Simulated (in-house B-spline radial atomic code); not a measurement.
RPA and G0W0 on B3LYP (VWN-RPA): the krypton ion Kr⁷⁺

Configuration [Ar] 3d10 4s1, highest spin, mean-field start B3LYP (VWN-RPA). Computed with an all-electron radial atomic-structure program (B-spline basis): all electrons, non-relativistic, point nucleus, each spin shell either full or empty, empty states to l = 9 with an (l + 1/2)⁻⁴ tail; G0W0 by contour deformation at full frequency.

Command:
```bash
python run_gw.py task.json out
```
Settings (radii: box in bohr, nucleus in fm):
```
Z                        36
electrons                29
configuration            [Ar] 3d10 4s1
hamiltonian              nr
method                   b3lyp
lmax                     9
spin_polarised           True
box_radius               8.41
intervals                50
ion_configuration        [Ar] 3d10
```

Run time, properties included: 4.6 s on 1 thread of Arm Neoverse N1, with other jobs on the host.

Energies (hartree):

| term | value |
| --- | --- |
| mean-field total | -2740.06069 |
| Hartree-Fock functional on these orbitals | -2738.57295 |
| direct second order | -2.4162 |
| second-order exchange | 0.71069 |
| SOSEX correction | 0.66403 |

Task: What is the RPA correlation energy, and what remains with SOSEX?

Result: RPA gives -2.1557 hartree (-2.02 eV per electron); RPA + SOSEX gives -1.4916, and the second-order doubles -1.7055 hartree (no singles). RPA lacks exchange-type terms and so overcorrelates at short range.

Quasi-particle levels (eV):

```csv
level,occupied,mean field,Σx - vxc,Σc,QP weight,G0W0
4s up,yes,-119.23,-3.86,?,?,?
3d down,yes,-199.63,-16.60,2.78,0.963,-213.45
3p down,yes,-311.97,-26.28,7.84,0.903,-330.41
4s down,no,-114.39,9.32,-2.71,0.964,-107.78
```

G0W0 = mean field + (Σx - vxc) + Σc, with Σc (partial-wave tail included) taken at the quasi-particle energy. Only the outer levels were computed. Levels of low weight are left out.

Task: Where does G0W0 put 4s up?

Result: At -125.03 eV, with Σc = -1.94 eV and a quasi-particle weight of 0.978. The tabulated removal energy is 125.802 ± 0.003 eV (NIST, measured); the calculation leaves out relativity, Breit and QED terms, and what these don't explain is the method's own error.

Task: What does it cost to remove one electron (to [Ar] 3d10) by differences of total energies, each species on its own start (correlation terms add to the Hartree-Fock functional)?

Result: B3LYP (VWN-RPA) 125.47 eV, Hartree-Fock functional 122.77 eV, + RPA 124.61 eV, + RPA + SOSEX 123.83 eV, + second order 124.19 eV. Tabulated: 125.802 ± 0.003 eV (NIST, measured); the calculation leaves out relativity, Breit and QED terms, and what these don't explain is the method's own error.
